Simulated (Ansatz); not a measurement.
C₂H₅S, charge -1, singlet, geometry from GFN2-xTB (a gas-phase anion, which may not be bound at this level). Base run: Ansatz (an electronic-structure program) with HF/3-21G.

The Ansatz input:
Ansatz 0.2 input:
```yaml
crystal:
  periodic: [false, false, false]
  atoms:
    - {symbol: C, position_ang: [0.00070800, 1.57129863, -0.36322795]}
    - {symbol: S, position_ang: [-0.00099071, 0.13073787, 0.53657575]}
    - {symbol: C, position_ang: [0.00078358, -1.56119730, -0.44210798]}
    - {symbol: H, position_ang: [0.90703429, 1.71646337, -0.96481068]}
    - {symbol: H, position_ang: [-0.90337747, 1.71650411, -0.96816327]}
    - {symbol: H, position_ang: [-0.00060884, -2.35294684, 0.30018101]}
    - {symbol: H, position_ang: [-0.89104011, -1.61619717, -1.06185539]}
    - {symbol: H, position_ang: [0.89489400, -1.61623736, -1.05854813]}
basis:
  gaussian:
    orbitals: 3-21G.json
hamiltonian:
  xc: hf
total_charge: -1
```
The basis file holds 3-21G in the JSON format of the Basis Set Exchange.

The bond that is stretched is that between atoms 5 and 1. A test that says stable can miss a lower solution.

Each row names what was changed in the base input (with any setting that the change needs).

| change | ΔE vs base (kcal/mol) | <S^2> | stability test says |
|---|---|---|---|
| base | 0.000 | 0.000 | minimum (restricted orbitals) |
| spin_polarized = on; lower_state_search = off | 0.000 | 0.000 | undecided (no full test) |
| spin_polarized = on; lower_state_search = standard | 0.000 | 0.000 | minimum |
| bond × 1.25 | 18.19 | 0.000 | minimum (restricted orbitals) |
| spin_polarized = on; lower_state_search = off; bond × 1.25 | 18.19 | 0.000 | undecided (no full test) |
| spin_polarized = on; lower_state_search = standard; bond × 1.25 | 18.19 | 0.000 | minimum |
| bond × 1.5 | 45.96 | 0.000 | minimum (restricted orbitals) |
| spin_polarized = on; lower_state_search = off; bond × 1.5 | 45.96 | 0.000 | undecided (no full test) |
| spin_polarized = on; lower_state_search = standard; bond × 1.5 | 45.96 | 0.000 | minimum |
| bond × 1.8 | 75.6 | 0.000 | minimum (restricted orbitals) |
| spin_polarized = on; lower_state_search = off; bond × 1.8 | 75.6 | 0.000 | undecided (no full test) |
| spin_polarized = on; lower_state_search = standard; bond × 1.8 | 68.6 | 0.551 | minimum |
| bond × 2.2 | 103.7 | 0.000 | minimum (restricted orbitals) |
| spin_polarized = on; lower_state_search = off; bond × 2.2 | 103.7 | 0.000 | undecided (no full test) |
| spin_polarized = on; lower_state_search = standard; bond × 2.2 | 79.3 | 0.862 | minimum |
| bond × 3.0 | 133.6 | 0.000 | minimum (restricted orbitals) |
| spin_polarized = on; lower_state_search = off; bond × 3.0 | 133.6 | 0.000 | undecided (no full test) |
| spin_polarized = on; lower_state_search = standard; bond × 3.0 | 84.3 | 0.998 | minimum |

A gas-phase anion may not be bound at this level; its values then depend on the basis.

Where a bond breaks into two radicals, a solution with restricted orbitals usually stops being the lowest and lies too high; an unrestricted one lies lower at the price of spin contamination, which <S^2> shows.
